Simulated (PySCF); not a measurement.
**AlIn: from constants to spectrum**

UHF-CCSD(T) constants of AlIn, ³Π (triplet), unpaired electrons σ ↑, π ↑ (Al x2c-SVPall, In x2c-SVPall; spin-free X2C with a Gaussian nucleus (PySCF 2.14); masses 26.9815 and 114.9039 u):

- ωe: 207.6 cm⁻¹
- ωexe: 1.03 cm⁻¹
- Be: 0.093801 cm⁻¹
- αe: 0.000602 cm⁻¹
- De to Al + In: 1.17 eV

Q: What force constant and bond length do these constants imply?

A: Reduced mass μred = 21.851 u; k = 5.8918×10⁻⁷·μred·ωe² (u, cm⁻¹, mdyn/Å) = 0.555 mdyn/Å; Re = √(16.8576/(μred·Be)) (u, cm⁻¹, Å) = 2.868 Å.

Q: Estimate the centrifugal constant D from the Kratzer relation and find the Dunham coefficient a1.

A: D = 4Be³/ωe² = 7.66e-08 cm⁻¹; a1 = −1 − αeωe/(6Be²) = -3.37.

Correlated steps freeze 23 core orbitals. Correlated levels converge slowly with the basis: in double zeta they bind strong bonds too weakly, by up to about 1 eV, and carry superposition errors of some tenths. These are scalar-relativistic numbers at best; spin–orbit coupling would shift them, the dissociation energy most. The state was picked by a PBE0 search and need not be the measured ground state.
